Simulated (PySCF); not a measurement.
## F (fluorine, neutral) across methods

[He] 2s1 2p6, 2S determinant (an excited configuration). All numbers are calculated (PySCF 2.14, the spin-free X2C one-electron Hamiltonian (Gaussian nucleus), in dyall-acv3z (15s9p4d2f, 76 functions)).

```json
{"method": "BLYP", "E (hartree)": "-99.1650", "mean ε 2s α (eV)": "-31.260", "mean ε 2p α (eV)": "-12.393", "mean ε 2p β (eV)": "-10.633", "Σ⟨r²⟩ (bohr²)": "11.11", "⟨S²⟩": "0.754"}
{"method": "r2SCAN", "E (hartree)": "-99.0611", "mean ε 2s α (eV)": "-33.365", "mean ε 2p α (eV)": "-13.171", "mean ε 2p β (eV)": "-10.878", "Σ⟨r²⟩ (bohr²)": "10.87", "⟨S²⟩": "0.757"}
{"method": "LDA", "E (hartree)": "-98.5277", "mean ε 2s α (eV)": "-31.063", "mean ε 2p α (eV)": "-12.525", "mean ε 2p β (eV)": "-10.854", "Σ⟨r²⟩ (bohr²)": "11.07", "⟨S²⟩": "0.753"}
{"method": "CAM-B3LYP", "E (hartree)": "-99.1108", "mean ε 2s α (eV)": "-36.765", "mean ε 2p α (eV)": "-16.591", "mean ε 2p β (eV)": "-14.068", "Σ⟨r²⟩ (bohr²)": "11.02", "⟨S²⟩": "0.756"}
{"method": "PBE0", "E (hartree)": "-99.0265", "mean ε 2s α (eV)": "-35.456", "mean ε 2p α (eV)": "-14.991", "mean ε 2p β (eV)": "-12.342", "Σ⟨r²⟩ (bohr²)": "10.92", "⟨S²⟩": "0.756"}
{"method": "UHF", "E (hartree)": "-98.62311", "mean ε 2s α (eV)": "-47.213", "mean ε 2p α (eV)": "-22.369", "mean ε 2p β (eV)": "-16.249", "Σ⟨r²⟩ (bohr²)": "10.84", "⟨S²⟩": "0.776"}
{"method": "M06-L", "E (hartree)": "-99.0818", "mean ε 2s α (eV)": "-33.896", "mean ε 2p α (eV)": "-13.080", "mean ε 2p β (eV)": "-10.272", "Σ⟨r²⟩ (bohr²)": "10.77", "⟨S²⟩": "0.758"}
{"method": "PBE", "E (hartree)": "-99.0674", "mean ε 2s α (eV)": "-31.380", "mean ε 2p α (eV)": "-12.395", "mean ε 2p β (eV)": "-10.639", "Σ⟨r²⟩ (bohr²)": "11.05", "⟨S²⟩": "0.754"}
{"method": "revPBE", "E (hartree)": "-99.1282", "mean ε 2s α (eV)": "-31.422", "mean ε 2p α (eV)": "-12.343", "mean ε 2p β (eV)": "-10.577", "Σ⟨r²⟩ (bohr²)": "11.04", "⟨S²⟩": "0.754"}
```
